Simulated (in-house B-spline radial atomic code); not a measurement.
**Cs³⁺: [Kr] 4d10 5s2 (5p1/2)1 (5p3/2)3 (an excited or competing configuration)**

Level of theory: Dirac-Hartree-Fock, average of the jj configuration, Fermi nucleus of rms radius 4.8041 fm; calculated with a B-spline radial code for spherical atoms.

Screening seen three ways: the hydrogenic charge with the same mean radius, Z_r = [3n² - l(l+1)]/(2<r>), the one with the same energy, Z_e = n√(-2ε), and Slater's rules. Values are occupation-weighted means over j. An effective charge above Z reflects the relativistic contraction of the inner shells.

| shell | electrons | ε (eV) | <r> (bohr) | Z_r | Z_e | Slater |
| --- | --- | --- | --- | --- | --- | --- |
| 1s | 2 | -36220 | 0.0261 | 57.46 | 51.60 | 54.70 |
| 2s | 2 | -5809.2 | 0.1116 | 53.79 | 41.33 | 50.85 |
| 2p | 6 | -5216.1 | 0.09803 | 51.01 | 39.16 | 50.85 |
| 3s | 2 | -1275.8 | 0.2973 | 45.41 | 29.05 | 43.75 |
| 3p | 6 | -1079.1 | 0.2954 | 42.31 | 26.72 | 43.75 |
| 3d | 10 | -786.49 | 0.2727 | 38.51 | 22.81 | 33.85 |
| 4s | 2 | -283.41 | 0.6944 | 34.56 | 18.26 | 27.25 |
| 4p | 6 | -217.54 | 0.7388 | 31.13 | 15.99 | 27.25 |
| 4d | 10 | -117.81 | 0.8333 | 25.20 | 11.77 | 15.85 |
| 5s | 2 | -61.196 | 1.696 | 22.11 | 10.60 | 9.95 |
| 5p | 4 | -44.642 | 1.933 | 18.88 | 9.06 | 9.95 |

The least bound orbital is 5p3/2 at -43.99 eV, and it is also the most diffuse (<r> = 1.951 bohr).

For the 1s electron the small component carries 4.12 % of the norm, the zero-frequency Breit interaction raises the level by 92.2 eV, self-energy by 53.22 eV, and vacuum polarisation lowers it by 7.574 eV.
